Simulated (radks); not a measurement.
Question: These are the eigenvalues of the occupied orbitals of an atom or ion with whole-number occupations (eV). All-electron calculation, scalar-relativistic Kohn-Sham, RPBE, spin-polarised, spherical densities, finite nucleus; Fermi nuclear charge, rms radius of each element as measured or else 0.836 A^(1/3) + 0.57 fm. Program: a radial shooting solver on a logarithmic mesh with Libxc functionals.

| orbital | eigenvalue |
|---|---|
| 1s up | -8816.577 |
| 1s down | -8810.274 |
| 2s up | -1871.546 |
| 2s down | -1859.219 |
| 2p up | -1787.293 |
| 3s up | -750.5150 |
| 3s down | -748.8784 |

Which element is it, and in what charge state? The configuration may be excited. Open shells, if any, are filled with parallel spins first.

Answer: Z = 27, cobalt, charge +20: Co20+ in [He] 2s2 2p1 3s2. The list shows which subshells hold electrons but not how many an open one holds; the 1s level, -324 hartree, gives Z - s = 25.5 by -(Z - s)^2/2, which with screening and relativity narrows Z to a few neighbours, and the depths of the outer levels then fix element, charge and occupations together.
